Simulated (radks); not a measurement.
Results of a calculation; reference values are marked as such.
Question: These are the eigenvalues of the occupied orbitals of an atom or ion with whole-number occupations (eV). Level of theory: Dirac Kohn-Sham, BLYP, spin-unpolarised, spherical densities, finite nucleus; Fermi nuclear charge, rms radius of each element as measured or else 0.836 A^(1/3) + 0.57 fm (a radial shooting solver on a logarithmic mesh with Libxc functionals).

orbital  eigenvalue
1s1/2     -48370.35
2s1/2     -7983.452
2p1/2     -7577.383
2p3/2     -6929.230
3s1/2     -1799.108
3p1/2     -1623.584
3p3/2     -1491.526
3d3/2     -1187.377
3d5/2     -1158.653
4s1/2     -399.2743
4p1/2     -331.3417
4p3/2     -301.8654
4d3/2     -189.7981
4d5/2     -184.4560
5s1/2      -88.7432
5p1/2      -69.0339
5p3/2      -64.3752
4f5/2      -52.7582

Which element is it, and in what charge state? The configuration may be excited. Open shells, if any, fill j = l - 1/2 first.

Answer: Z = 63, europium, charge +4: Eu4+ in [Xe] 4f5. The list shows which subshells hold electrons but not how many an open one holds; the 1s level, -1777.6 hartree, gives Z - s = 59.6 by -(Z - s)^2/2, which with screening and relativity narrows Z to a few neighbours, and the depths of the outer levels then fix element, charge and occupations together.
